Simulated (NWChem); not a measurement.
SiH2S, singlet; SMILES [SiH]S

```xyz
4

Si     0.0628     1.1357     0.0000
H     -1.4676     1.1988     0.0000
S     -0.0437    -0.9913     0.0000
H      1.2875    -1.2376     0.0000
```
Atoms are numbered in this order, from 1.

Results from NWChem. Low-valent species are run as closed-shell singlets; no triplet was tried in these runs. Coordinates come from a PBE0/def2-SVP optimisation. Ions are spin-unrestricted doublets at the neutral geometry; other ion states weren't tried.

**Question.** Predict the results for PBE0/def2-SVP. Quantities: vertical ionisation energy, ΔSCF (eV); −ε(HOMO) (eV).

**Answer.** 
| Item | Result |
|---|---|
| vertical ionisation energy, ΔSCF (eV) | 9.12 |
| −ε(HOMO) (eV) | 6.84 |
